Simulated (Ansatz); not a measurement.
Compare A (`CC[SiH](O)[SiH3]`) with its isomer B (`C[Si](C)(O)[SiH3]`).

Isolated molecules relaxed with PBE0-D4/def2-TZVP in Ansatz; ΔE leaves out vibrations. CBS: MP2 limit from def2 TZ/QZ plus the TZ coupled-cluster correction, frozen cores. DFT in def2-TZVPP. B3LYP here is the variant with VWN-RPA as its local correlation; programs differ in this. One conformer a species, not always the lowest.

A:

```xyz
15

C    -0.510   -1.891   -1.202
C     0.009   -0.464   -1.050
Si   -0.245    0.242    0.668
O     0.493   -0.682    1.831
Si    0.666    2.392    0.857
H    -0.367   -2.268   -2.218
H    -1.578   -1.954   -0.977
H     0.011   -2.577   -0.528
H     1.077   -0.417   -1.293
H    -0.494    0.205   -1.758
H    -1.719    0.282    0.927
H     0.059   -1.496    2.087
H     0.047    3.284   -0.163
H     0.415    2.975    2.203
H     2.135    2.367    0.616
```

B:

```xyz
15

C     1.7742   -0.5631    0.4738
Si    0.2137    0.0587   -0.3299
C    -0.1249    1.8331    0.1576
O     0.4851   -0.0667   -1.9634
Si   -1.6356   -1.2688    0.2756
H     2.6254    0.0532    0.1714
H     1.6954   -0.5249    1.5632
H     1.9808   -1.5949    0.1821
H     0.7156    2.4735   -0.1252
H    -0.2681    1.9171    1.2386
H    -1.0248    2.2215   -0.3263
H    -0.2369    0.1595   -2.5508
H    -1.9710   -1.1079    1.7199
H    -2.8433   -0.8746   -0.5085
H    -1.3855   -2.7155    0.0220
```

Problem. Which is lower in electronic energy at CCSD(T)/CBS, and by how much? (Best estimate.)

Solution. Ansatz gave: B, by 14.2 kcal/mol.

Problem. Give E(B) − E(A) in kcal/mol with CCSD(T)/def2-TZVPP, r2SCAN-D4, B3LYP-D4, B2PLYP, MP2/def2-TZVPP, ωB97M-V, HF/def2-TZVPP. (Best estimate.)

Solution. Computed: CCSD(T)/def2-TZVPP -13.9, r2SCAN-D4 -15.5, B3LYP-D4 -14.3, B2PLYP -14.1, MP2/def2-TZVPP -14.5, ωB97M-V -14.7, HF/def2-TZVPP -12.4. None reverses the order clearly.

Largest T1 diagnostic: 0.011.

In def2-TZVPP, CCSD(T) changes the Hartree–Fock value by −1.5 kcal/mol (the triples alone add −0.2 kcal/mol) and MP2 by −2.1 kcal/mol.
